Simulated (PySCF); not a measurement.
PySCF input:

```python
from pyscf import gto, scf, dft

mol = gto.M(
    atom='''
    Ga    1.06284164   -0.19159123   -0.35720940
    Br   -0.61806743    1.64249970   -1.11577861
    Br   -0.32330659   -1.47280461    1.43216408
    ''',
    basis='def2-tzvpd',
    charge=-1,
    spin=0,
    verbose=4,
)

mf = dft.RKS(mol, xc='m06l').density_fit(auxbasis='def2-universal-jkfit')
mf.grids.level = 4
mf.conv_tol = 1e-9
mf.max_cycle = 100
mf.max_memory = 1500
mf.kernel()
if not mf.converged:
    mf = mf.newton()
    mf.kernel(mf.make_rdm1())
mf.analyze()
```

### Question
Predict the final energy.

### Answer
-7073.11688 Eh (M06-L/def2-TZVPD).
